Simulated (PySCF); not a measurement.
## SnO₂: fields on a plane

Computed with PBE0/[Sn def2-TZVP with ECP28, O def2-TZVP], scalar-relativistic core potentials, density fitting, no spin–orbit coupling, PySCF.

The singlet minimum has Sn–O 1.799 Å (×2); O–Sn–O 180.0°.

The plane holds Sn1 at (0.00, 0.00), O2 at (1.80, 0.00), O3 at (-1.80, 0.00) Å. Columns run from x = -3.75 to 4.05 Å, rows from y = 2.25 (top) to -1.95 Å, in steps of 0.3 Å. Other isomers or separated fragments may lie lower. Core electrons replaced by a potential are absent, the electrostatic potential uses the reduced nuclear charge, and values within about 0.7 Å of such atoms have no physical meaning.

**Question.** Give the electron localisation function (set to 0 where the density is under 0.005 e/Å³). Lower edges of the bins: '0' 0.000, '1' 0.087, '2' 0.174, '3' 0.261, '4' 0.348, '5' 0.434, '6' 0.521, '7' 0.608, '8' 0.695, '9' 0.782; top 0.87.

**Answer.** 
```
000000000000000000000000000
000000011111111111100000000
000011222222222222221100000
000124443333333333444210000
000256776432222346776520000
001479998522442258999741000
002589998526996258999852000
002689117528118257119862000
002689117528118257119862000
002589998526996258999852000
001479998522442258999741000
000256776432222346776520000
000124443333333333444210000
000011222222222222221100000
000000011111111111100000000
```

**Question.** Give the electron density (e/Å³) (cut at 5 e/Å³). Lower edges of the bins (e/Å³): '0' 0.000, '1' 0.030, '2' 0.076, '3' 0.151, '4' 0.268, '5' 0.455, '6' 0.750, '7' 1.218, '8' 1.960, '9' 3.136; top 5.00.

**Answer.** 
```
000000000000000000000000000
000000000000000000000000000
000000000001111000000000000
000001111112222111111000000
000012333333443333332100000
000134665446776445664310000
000247997669999667997420000
001358998779999778998531000
001358998779999778998531000
000247997669999667997420000
000134665446776445664310000
000012333333443333332100000
000001111112222111111000000
000000000001111000000000000
000000000000000000000000000
```
